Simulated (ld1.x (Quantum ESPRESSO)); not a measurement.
# What one change does to a pseudopotential (antimony, TM)

```
Element                 : Sb
Generator               : ld1.x (Quantum ESPRESSO) 7.5
Type                    : norm-conserving Troullier–Martins (Kleinman–Bylander form)
Functional              : PBE
Relativity              : fully relativistic
Frozen core             : [Kr] 4d10
Valence charge          : 5
Reference configuration : 5s2 5p3
Partial waves           : 5p (bound): rc 2.25 bohr; 5s (bound): rc 1.95 bohr
Local potential         : the s channel
Core correction         : a·sin(br)/r model core, default radius (core density twice the valence density)
```

Open shells are filled in proportion to 2j + 1 (rel_dist='average').

All-electron outer shells of the reference configuration (PBE, scalar-relativistic, ld1.x):

| shell | level (eV) | outermost node (bohr) | outermost maximum (bohr) |
| --- | --- | --- | --- |
| 4p | -101.79 | 0.39 | 0.76 |
| 4d | -33.51 | 0.38 | 0.84 |
| 5s | -12.83 | 0.95 | 1.90 |
| 5p | -4.83 | 1.04 | 2.35 |

Change: wave 5s (bound): rc 1.95 bohr becomes 5s (bound): rc 2.74 bohr.

Cutoffs: the cutoffs (Ry, on a coarse ladder) from which the occupation-weighted sum of valence levels, in a spherical-Bessel basis at the reference potential, stays within 10 and 1 mRy of its value at 400 Ry; they do not see the model core or the augmentation charge, which bear on the density cutoff. Errors are all-electron minus pseudo energies relative to the spin-unpolarised reference configuration.

Question: How do hardness, ghosts and transferability respond?

Answer: The potential gets softer (25 Ry and 35 Ry → 15 Ry and 25 Ry); of the 7 tests that both files solve, the error grows in 1 and shrinks in 4 by more than 15 % and 0.3 meV (median size 12.3 → 6.6 meV); neither file shows a bound ghost. A larger radius leaves more room for a smooth pseudo-wave, so fewer plane waves are needed.

```csv
quantity,base,changed
"cutoff, loose",25 Ry,15 Ry
"cutoff, tight",35 Ry,25 Ry
loose cutoff by channel (10 mRy a level),"p 10 Ry, s 12 Ry","p 10 Ry, s 8 Ry"
bound ghosts,none,none
"error for 5s2 5p2, meV [ΔE 8.33 eV]",-3.5,0.0
"error for 5s2 5p1, meV [ΔE 24.32 eV]",-31,-6.6
"error for 5s2 5p0, meV [ΔE 48.76 eV]",-127,-42
"error for 5s2 5p3.3, meV [ΔE -1.16 eV]",0.0,+0.1
"error for 5s1 5p4, meV [ΔE 8.09 eV]",-12,-39
"error for 5s1 5p0, meV [ΔE 93.05 eV]",-452,-415
"error for 5s2 5p2.5, meV [ΔE 3.27 eV]",-0.5,+0.1
```
